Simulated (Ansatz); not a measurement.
Consider the redistribution: `CB(C)[SiH2]N` + `N[SiH2]F` → `CB(C)N` + `N[SiH2][SiH2]F`.

Program: Ansatz. Geometries: PBE0-D4/def2-TZVP. ΔE: electronic, gas phase. CCSD(T)/CBS is the MP2 limit (def2-TZVPP, def2-QZVPP) plus CCSD(T) − MP2 in def2-TZVPP, frozen cores. DFT in def2-TZVPP. Each species was taken in one conformer, which may not be the lowest.

`CB(C)[SiH2]N`:

Z-matrix (Å, degrees):
```
C
B 1 1.562
H 1 1.093 2 115.0
H 1 1.094 2 114.7 3 -128.9
H 1 1.103 2 104.7 3 115.3
C 2 1.564 1 120.1 3 151.0
Si 2 2.030 1 121.4 3 -29.9
H 6 1.102 2 104.7 1 -87.9
H 6 1.093 2 115.9 1 155.8
H 6 1.095 2 114.0 1 27.2
N 7 1.734 2 119.4 1 8.6
H 7 1.495 2 109.0 1 130.4
H 7 1.497 2 107.1 1 -113.9
H 11 1.008 7 119.7 2 -59.9
H 11 1.007 7 118.9 2 80.6
```

`N[SiH2]F`:

```xyz
7

N    -0.339    0.159   -0.979
Si    0.222   -0.214    0.578
F     0.306    1.039    1.577
H    -1.315    0.309   -1.171
H     0.251    0.599   -1.666
H     1.603   -0.731    0.463
H    -0.728   -1.163    1.199
```

`CB(C)N`:

Z-matrix (Å, degrees):
```
C
B 1 1.578
H 1 1.094 2 114.2
H 1 1.095 2 110.6 3 121.7
H 1 1.095 2 110.6 3 -121.7
C 2 1.578 1 120.8 3 -180.0
N 2 1.398 1 119.6 3 0.0
H 6 1.095 2 110.6 1 -58.6
H 6 1.095 2 110.6 1 58.0
H 6 1.094 2 114.2 1 179.7
H 7 1.006 2 123.1 1 -180.0
H 7 1.006 2 123.1 1 0.1
```

`N[SiH2][SiH2]F`:

```xyz
10

N     0.632    1.435    0.842
Si   -0.564    0.206    0.682
Si   -0.034   -1.061   -1.219
F     1.498   -1.551   -1.102
H     1.606    1.185    0.778
H     0.499    2.185    1.502
H    -0.717   -0.715    1.852
H    -1.887    0.860    0.482
H    -0.887   -2.274   -1.341
H    -0.146   -0.270   -2.474
```

Task: Is it downhill or uphill in electronic energy at CCSD(T)/CBS, and by how much? (Best estimate.)

Result: Ansatz gave: Downhill: ΔE = -0.78 eV.

Task: What do these levels give: LDA (SPW92), PBE-QIDH, r2SCAN, CAM-B3LYP, MP2/def2-QZVPP, MP2/CBS(def2)? (Best estimate.)

Result: The calculation gave: LDA (SPW92) -0.91, PBE-QIDH -0.82, r2SCAN -0.82, CAM-B3LYP -0.83, MP2/def2-QZVPP -0.76, MP2/CBS(def2) -0.76 eV.

Largest T1 diagnostic among the species: 0.011.

At CCSD(T), def2-SVP lies −0.21 eV from the extrapolated value and def2-TZVPP −0.02 eV. From BLYP to BHLYP (50 % exact exchange), in def2-TZVPP and without D4, ΔE moves by +0.05 eV. Leaving LDA and LC-ωPBE aside and taking each functional with its dispersion term where it has one, the values, not all of them listed here, spread over 0.10 eV, from PBE-D4 to ωB97M-V.
